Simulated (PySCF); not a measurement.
Isomers of C5H11NOSi2, one conformer each; single-point electronic energies without zero-point terms and without any empirical dispersion term.

Level: PBE0/pcSseg-1 in PySCF, non-relativistic, each on one gas-phase PBE0-D3(BJ)/def2-SVP geometry that isn't relaxed in the solvent. The solvent is an IEF-PCM continuum (cavity from Bondi-type radii × 1.2). The model holds no explicit solvent molecules, cavitation or dispersion.

```
                               isomer  relative energy, gas (kcal/mol)  dipole (D)
       `CC[Si@@H]1O[SiH2]C[C@@H]1C#N`                              0.0        2.82
        `CC[Si@@H]1O[SiH2]C[C@H]1C#N`                              0.1        3.33
       `[Si@@H]1(O[Si@@H](NC)CC1)C#C`                             17.6        2.10
`C1[C@H]([C@@H](C1)[SiH2]O[SiH3])C#N`                             33.9        4.43
         `C[SiH2][Si@@H](N)C1=CC=CO1`                             41.7        0.93
```

Question: How do the relative energies look in tetrahydrofuran (ε = 7.426)?

Answer: 
```tsv
isomer	relative energy, solvent (kcal/mol)	E(solvent) − E(gas) (kcal/mol)	dipole in solvent (D)
`CC[Si@@H]1O[SiH2]C[C@@H]1C#N`	0.3	-6.2	3.59
`CC[Si@@H]1O[SiH2]C[C@H]1C#N`	0.0	-6.6	4.19
`[Si@@H]1(O[Si@@H](NC)CC1)C#C`	19.3	-4.8	2.55
`C1[C@H]([C@@H](C1)[SiH2]O[SiH3])C#N`	34.9	-5.5	5.45
`C[SiH2][Si@@H](N)C1=CC=CO1`	43.4	-4.8	1.16
```

`CC[Si@@H]1O[SiH2]C[C@H]1C#N` becomes the lowest. Conformers: `[CH3:1][CH2:2][Si@@H:3]1[O:4][SiH2:5][CH2:6][C@@H:7]1[C:8]#[N:9]` with C1–C2–Si3–O4 -170°, C2–Si3–O4–Si5 -110°, Si3–O4–Si5–C6 9°, O4–Si5–C6–C7 -29°, Si5–C6–C7–C8 161°; `[CH3:1][CH2:2][Si@@H:3]1[O:4][SiH2:5][CH2:6][C@H:7]1[C:8]#[N:9]` with C1–C2–Si3–O4 176°, C2–Si3–O4–Si5 -132°, Si3–O4–Si5–C6 -6°, O4–Si5–C6–C7 28°, Si5–C6–C7–C8 -162°; `[CH:1]#[C:2][Si@@H:3]1[CH2:4][CH2:5][Si@H:6]([NH:7][CH3:8])[O:9]1` with C5–Si6–N7–C8 67°, C2–Si3–C4–C5 -143°, Si3–C4–C5–Si6 35°, C4–C5–Si6–N7 80°, C5–Si6–O9–Si3 17°; `[N:1]#[C:2][C@@H:3]1[CH2:4][CH2:5][C@H:6]1[SiH2:7][O:8][SiH3:9]` with C5–C6–Si7–O8 56°, C6–Si7–O8–Si9 -99°, C2–C3–C4–C5 -140°, C3–C4–C5–C6 18°, C4–C5–C6–Si7 -138°, C2–C3–C6–C5 140°; `[CH3:1][SiH2:2][Si@@H:3]([NH2:4])[c:5]1[cH:6][cH:7][cH:8][o:9]1` with C1–Si2–Si3–N4 -177°, Si2–Si3–N4–H 178° and -36°, Si2–Si3–C5–C6 120°. `CC[Si@@H]1O[SiH2]C[C@H]1C#N` gains most from the continuum, while `C1[C@H]([C@@H](C1)[SiH2]O[SiH3])C#N` has the largest gas-phase dipole. The gains span 1.8 kcal/mol, the gas-phase energies 41.7 kcal/mol.
